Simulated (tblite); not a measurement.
Isomers of C4H13GeNSi. Method: GFN2-xTB as coded in tblite; computed harmonic values from a numerical Hessian at the method's own geometry, unscaled. Errors from tens to a few hundred cm⁻¹ against measured bands are possible. Modes of hydrogen on germanium and silicon can be 10 to 20 % off. One conformer each.

Electronic energies: GFN2-xTB at the same geometries; isomer energies are rough at this level and their order can be wrong.

```json
{"SMILES": "C=C(C)[SiH2][NH][GeH2][CH3]", "electronic energy, lowest = 0 (kcal/mol)": "22.7"}
{"SMILES": "[GeH3][NH][SiH2]C1CCC1", "electronic energy, lowest = 0 (kcal/mol)": "10.2"}
{"SMILES": "C=CCCN[SiH2][GeH3]", "electronic energy, lowest = 0 (kcal/mol)": "20.0"}
{"SMILES": "[SiH3][NH][GeH]1[CH2]CC[CH2]1", "electronic energy, lowest = 0 (kcal/mol)": "0.0"}
{"SMILES": "[SiH3][GeH2][N]1CCCC1", "electronic energy, lowest = 0 (kcal/mol)": "2.5"}
```

Question: How do GFN2-xTB zero-point energies change the relative energies?

Answer: 
```tsv
SMILES	ZPE (kcal/mol)	of it from modes above 1550 cm⁻¹	electronic (kcal/mol)	with ZPE, lowest = 0 (kcal/mol)	lowest mode (cm⁻¹)	rings
[SiH3][NH][GeH]1[CH2]CC[CH2]1	97.7	51.1	0.0	0.0	35	1
[SiH3][GeH2][N]1CCCC1	96.9	48.7	2.5	1.6	30	1
[GeH3][NH][SiH2]C1CCC1	96.4	49.6	10.2	8.9	43	1
C=CCCN[SiH2][GeH3]	95.4	52.3	20.0	17.7	8i	0
C=C(C)[SiH2][NH][GeH2][CH3]	94.4	53.6	22.7	19.4	23	0
```

The zero-point energies span 3.3 kcal/mol, from `C=C(C)[SiH2][NH][GeH2][CH3]` to `[SiH3][NH][GeH]1[CH2]CC[CH2]1`. Slightly imaginary modes are left out of the zero-point energy: `C=CCCN[SiH2][GeH3]` 8.0i cm⁻¹. The order is unchanged.

Question: What do entropy and thermal enthalpy add at 298.15 K and 1 bar (rigid rotor, harmonic oscillator, one conformer each)?

Answer: 
```tsv
SMILES	point group	symmetry number	S (cal/(mol K))	H − H(0) (kcal/mol)	ZPE + H − H(0) − TS (kcal/mol)
[SiH3][NH][GeH]1[CH2]CC[CH2]1	C1	1	102.4	7.27	74.4
[SiH3][GeH2][N]1CCCC1	C1	1	104.3	7.24	73.0
[GeH3][NH][SiH2]C1CCC1	C1	1	103.0	7.24	72.9
```

Not tabulated: `C=CCCN[SiH2][GeH3]` (lowest mode only 8i cm⁻¹); `C=C(C)[SiH2][NH][GeH2][CH3]` (lowest mode only 23 cm⁻¹).
